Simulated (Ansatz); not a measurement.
Gas-phase electronic energies from Ansatz, PBE0-D4/def2-TZVP geometries. CBS: MP2 limit from def2 TZ/QZ plus the TZ coupled-cluster correction, frozen cores. DFT in def2-TZVPP. B3LYP here is the variant with VWN-RPA as its local correlation; programs differ in this. One conformer a species, not always the lowest.

Consider the ligand exchange at the Si–C bond: `NC([SiH3])[SiH2]O` + `CO[SiH](N)O` → `CO[SiH](N)O[SiH3]` + `NC[SiH2]O`.

Is it downhill or uphill in electronic energy at CCSD(T)/CBS, and by how much? (An estimate is asked.)

The calculation gave: Downhill: ΔE = -116.1 kJ/mol.

What do these levels give: PBE-D4, r2SCAN-D4, PBE0-D4, ωB97M-V, B2PLYP, B3LYP, MP2/def2-TZVPP, CCSD(T)/def2-TZVPP, HF/def2-QZVPP, MP2/def2-QZVPP, SCS-MP2/def2-QZVPP, MP2/CBS(def2)? (Best estimate.)

Computed: PBE-D4 -99.8, r2SCAN-D4 -112.7, PBE0-D4 -107.4, ωB97M-V -114.7, B2PLYP -121.0, B3LYP -120.8, MP2/def2-TZVPP -117.1, CCSD(T)/def2-TZVPP -116.4, HF/def2-QZVPP -144.3, MP2/def2-QZVPP -117.6, SCS-MP2/def2-QZVPP -123.1, MP2/CBS(def2) -116.8 kJ/mol.

Largest T1 diagnostic among the species: 0.011.

From PBE to PBE0 (25 % exact exchange), in def2-TZVPP and without D4, ΔE moves by −7.2 kJ/mol. In def2-TZVPP, CCSD(T) changes the Hartree–Fock value by +26.0 kJ/mol (the triples alone add +4.0 kJ/mol) and MP2 by +25.3 kJ/mol.
